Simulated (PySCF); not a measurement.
CH₄BBrO, SMILES CB(O)Br.

Geometry: PBE0-D3(BJ)/def2-SVP. One conformer was computed; it need not be the lowest.

Two levels are set side by side: PBE/def2-TZVP (PySCF) and r2SCAN/def2-TZVP (PySCF). Same geometry, gas phase. Differences are taken from unrounded values.

```json
[
 {"quantity": "orbital gap (eV)", "r2SCAN": "6.64", "PBE": "5.95", "PBE minus r2SCAN": "-0.69"},
 {"quantity": "highest occupied level (eV)", "r2SCAN": "-7.31", "PBE": "-6.99", "PBE minus r2SCAN": "0.32"},
 {"quantity": "lowest empty level (eV)", "r2SCAN": "-0.68", "PBE": "-1.04", "PBE minus r2SCAN": "-0.37"},
 {"quantity": "dipole moment (D)", "r2SCAN": "0.77", "PBE": "0.72", "PBE minus r2SCAN": "-0.05"},
 {"quantity": "mean polarisability (bohr³)", "r2SCAN": "49.5", "PBE": "51.1", "PBE minus r2SCAN": "1.6"}
]
```

Rough cost on one machine, each run with all the roots and properties that it gave: r2SCAN against PBE about 3 times.
